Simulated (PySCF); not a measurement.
**NiF: mean field, correlation and small terms against distance**

State: ²Σ⁺, doublet, unpaired electrons σ ↑. ROHF-based CCSD(T) in PySCF 2.14 with Ni aug-cc-pVDZ, F aug-cc-pVDZ and Ni aug-cc-pVTZ, F aug-cc-pVTZ (frozen core orbitals: 10; no relativity). Correlation energies are extrapolated as n⁻³ (n = 2, 3), Hartree–Fock as (n+1)·exp(−9√n). SR is the spin-free X2C energy in Ni cc-pVTZ-DK, F cc-pVTZ-DK less the non-relativistic one in Ni cc-pVTZ, F cc-pVTZ. All energies in eV from Ni (3d8 4s2) + F.

```
 R (Å)  HF/CBS  CCSD corr.      (T)      SR   total
1.5644  -0.456      -3.238  -0.3882  0.3323  -3.751
1.6355  -1.009      -3.099  -0.3709  0.3667  -4.112
1.7066  -1.321      -2.992  -0.3577  0.3938  -4.277
1.7777  -1.462      -2.909  -0.3480  0.4153  -4.304
1.8488  -1.484      -2.846  -0.3410  0.4324  -4.238
1.9377  -1.399      -2.784  -0.3350  0.4491  -4.069
2.0265  -1.236      -2.737  -0.3313  0.4619  -3.842
```

A fit to the total gives Re = 1.7593 Å, De = 4.308 eV, ωe = 620.9 cm⁻¹, Be = 0.3807 cm⁻¹ (masses 57.9353 and 18.9984 u).

Question: At R = 1.7777 Å the CCSD correlation energy is -0.548228 hartree in the smaller basis and -0.654781 in the larger. Extrapolate it.

Answer: (3³·E3 − 2³·E2)/(3³ − 2³) = -0.69965 hartree; the larger basis holds 93.6 % of it.

The T1 diagnostic is 0.035, large enough to doubt a single reference. The state was picked by a PBE0 search and need not be the measured ground state. Spin–orbit coupling, excitations beyond (T) and corrections to the Born–Oppenheimer picture are left out.
